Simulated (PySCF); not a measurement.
# Ionising GaC

M06-2X; basis Ga cc-pVDZ-PP with ECP10, C cc-pVDZ; scalar-relativistic core potentials; PySCF 2.14. Neutral (UKS): quartet (σ ↑, π ↑↑), Re = 2.030 Å, ωe = 536 cm⁻¹, De = 3.12 eV, HOMO -7.37 eV, LUMO -1.90 eV.

GaC⁺ (UKS): triplet (σ ↑, π ↑), Re = 2.687 Å, ωe = 158 cm⁻¹, De = 0.41 eV to Ga⁺ + C. The energies at the minima are -297.51677 hartree for GaC and -297.20433 for GaC⁺.

(1) Work out the adiabatic ionisation energy, without and with harmonic zero-point energies (1 hartree = 27.2114 eV, 1 eV = 8065.5 cm⁻¹), and the change of the bond length.

Weak bonds: GaC⁺. Basis-set superposition, not corrected here, can be much of De in a small basis, most of all at correlated wavefunction levels. Spin–orbit coupling is left out. For an ion De counts to the pair picked by the measured ionisation energies or electron affinities, which need not be the lowest pair at this level. States were picked by a PBE0 search and need not be the measured ground states.

## Answers

(1) At M06-2X: 0.31244 hartree = 8.502 eV between the minima; the zero-point term (158.0 − 536.0)/2 cm⁻¹ = -0.023 eV makes it 8.478 eV. Re changes by +65.7 pm against the neutral. The electron leaves a π orbital, and the ion is left as a loose complex of an ion and an atom.
